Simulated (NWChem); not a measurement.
Molecule: C$_{4}$H$_{7}$F; SMILES CC(=CF)C

```xyz
12

C      0.7857    -1.6920     0.0000
C      0.0299    -0.3992     0.0000
C     -1.4657    -0.4593     0.0000
C      0.6878     0.7615     0.0000
F      0.0656     1.9444     0.0000
H      1.8746    -1.5375     0.0000
H      0.5285    -2.2986     0.8850
H      0.5285    -2.2986    -0.8850
H     -1.9116     0.5436     0.0000
H     -1.8353    -1.0043    -0.8850
H     -1.8353    -1.0043     0.8850
H      1.7774     0.8609     0.0000
```
Atoms are numbered in this order, from 1.

All runs: NWChem. Pople sets run with spherical d functions. STO-3G and 3-21G are far too small for this property and stand as cheap habits. Geometry: optimised at PBE0/def2-SVP. GIAO values for the isolated, static molecule; σ is the absolute isotropic shielding, δ = σ(reference) − σ with the isolated reference molecule computed at the same levels (13C: tetramethylsilane, 19F: trichlorofluoromethane, 1H: tetramethylsilane).

```json
[
 {"level": "Hartree-Fock/STO-3G", "δ C1 (ppm)": "24.2", "δ C2 (ppm)": "108.8", "δ C3 (ppm)": "21.4", "δ C4 (ppm)": "128.9", "δ F5 (ppm)": "-11.1", "δ H6 (rotor mean) (ppm)": "1.36", "δ H9 (rotor mean) (ppm)": "1.45"},
 {"level": "KT2/pcSseg-1", "δ C1 (ppm)": "19.3", "δ C2 (ppm)": "111.2", "δ C3 (ppm)": "15.2", "δ C4 (ppm)": "143.7", "δ F5 (ppm)": "-147.5", "δ H6 (rotor mean) (ppm)": "1.55", "δ H9 (rotor mean) (ppm)": "1.71"},
 {"level": "Hartree-Fock/6-31G*", "δ C1 (ppm)": "16.9", "δ C2 (ppm)": "111.6", "δ C3 (ppm)": "14.2", "δ C4 (ppm)": "140.0", "δ F5 (ppm)": "-100.9", "δ H6 (rotor mean) (ppm)": "1.55", "δ H9 (rotor mean) (ppm)": "1.68"},
 {"level": "PBE0/pcSseg-1", "δ C1 (ppm)": "19.3", "δ C2 (ppm)": "(withheld)", "δ C3 (ppm)": "15.3", "δ C4 (ppm)": "(withheld)", "δ F5 (ppm)": "(withheld)", "δ H6 (rotor mean) (ppm)": "1.57", "δ H9 (rotor mean) (ppm)": "1.71"}
]
```

Problem. Complete the blanks.

Solution. 
- PBE0/pcSseg-1, δ C2 (ppm): 119.9
- PBE0/pcSseg-1, δ C4 (ppm): 151.7
- PBE0/pcSseg-1, δ F5 (ppm): -127.1
